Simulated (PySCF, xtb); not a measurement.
Ge(H)3(tBu) (C₄H₁₂Ge), SMILES C[C](C)([GeH3])C.

Harmonic wavenumbers (cm⁻¹) from GFN2-xTB run with xtb at its own minimum, in rising order: 101, 198, 198, 212, 259, 259, 286, 367, 367, 498, 499, 538, 775, 857, 858, 862, 963, 970, 970, 1032, 1032, 1203, 1230, 1230, 1407, 1407, 1427, 1489, 1489, 1492, 1506, 1506, 1506, 1950, 2051, 2051, 2993, 2993, 2996, 3000, 3001, 3001, 3008, 3008, 3010.

**Question.** What does PBE0-D3(BJ)/def2-SVP (PySCF) give at its own minimum? (The exact figures need the calculation; the answer reports its results.)

**Answer.** 124, 209, 209, 243, 281, 285, 286, 367, 367, 554, 564, 564, 824, 851, 885, 885, 953, 961, 961, 1032, 1032, 1212, 1239, 1239, 1381, 1381, 1406, 1451, 1454, 1454, 1476, 1476, 1483, 2136, 2142, 2142, 3027, 3027, 3031, 3114, 3114, 3116, 3138, 3139, 3139. Paired by order, the mean absolute difference is 42 cm⁻¹ and the zero-point energies are 88.7 and 90.6 kcal/mol.
